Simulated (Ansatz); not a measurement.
Stepwise reaction of `[F][Sn][F]` with hydrogen chloride, as a gas-phase model of exchange steps in deposition or etching. ΔE in kJ/mol; ΔG adds harmonic PBE0-D4 terms to CCSD(T)/CBS, at 1 bar.

Gas-phase electronic energies from Ansatz, PBE0-D4/def2-TZVP geometries. CBS: MP2 limit from def2 TZ/QZ plus the TZ coupled-cluster correction, frozen cores. This one scheme is used for every species. Functionals use def2-TZVPP. B3LYP here is the variant with VWN-RPA as its local correlation; programs differ in this. def2 core potentials past Kr. For Sn outer-core shells are correlated without core-valence functions, which leaves a few kJ/mol of doubt a bond.

| step | reaction | PBE-D4 | B3LYP-D4 | ωB97M-V | CCSD(T)/CBS | ΔG(400 K) |
| --- | --- | --- | --- | --- | --- | --- |
| 1 | `[F][Sn][F]` + HCl → `[F][Sn][Cl]` + H–F | -23.9 | -23.8 | -21.8 | -26.5 | -22.5 |

Q: Give the row of step 2, `[F][Sn][Cl]` + HCl → `[Cl][Sn][Cl]` + H–F. (Estimate.)

A: Ansatz gave: 
```csv
step,reaction,PBE-D4,B3LYP-D4,ωB97M-V,CCSD(T)/CBS,ΔG(400 K)
2,`[F][Sn][Cl]` + HCl → `[Cl][Sn][Cl]` + H–F,-26.1,-26.2,-24.0,-29.7,-20.9
```

Q: By hand: ΔE of the 2 steps together at CCSD(T)/CBS.

A: (-26.5) + (-29.7) = -56.2 kJ/mol, or -28.1 kJ/mol a step.

In ΔE the steps differ by no more than 3.2 kJ/mol. All are downhill at CCSD(T)/CBS. ΔG lies between -22.5 and -20.9 kJ/mol a step. PBE-D4 differs from CCSD(T)/CBS by 2.6 to 3.6 kJ/mol a step. Isolated molecules leave out the surface, adducts and barriers. Largest T1 diagnostic: 0.017.
